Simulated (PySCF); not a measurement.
(S)-bromo-chloro-fluoromethane (CHBrClF), SMILES F[C@@H](Cl)Br. Atoms are numbered in the order given.

```xyz
5

C     -0.6057    -0.4845    -0.3614
F     -0.8856    -1.5716     0.3772
Cl    -1.7997     0.7970    -0.0501
Br     1.2237     0.1210     0.0304
H     -0.6298    -0.7309    -1.4399
```
Charge 0, spin multiplicity 1.

Geometry optimised at PBE-D3(BJ)/def2-SVP.

Calculation: PySCF 2.14.0 with PBE-D3(BJ)/def2-SVP.

Frequencies are harmonic and unscaled.

| mode | ν (cm⁻¹) | IR (km/mol) | moving atoms (share of kinetic energy) |
|---|---|---|---|
| 1 | 213 | 0.1 | Cl 55 %, Br 29 %, F 8 % |
| 2 | 299 | 0.9 | F 67 %, Br 22 % |
| 3 | 415 | 1.2 | F 47 %, Cl 34 %, C 15 % |
| 4 | 629 | 79.4 | C 78 %, H 11 % |
| 5 | 736 | 190.8 | C 76 %, Cl 16 % |
| 6 | 1111 | 198.4 | C 57 %, F 39 % |
| 7 | 1156 | 61.2 | H 90 %, C 8 % |
| 8 | 1277 | 17.1 | H 87 %, C 11 % |
| 9 | 3062 | 4.8 | H 92 %, C 8 % |
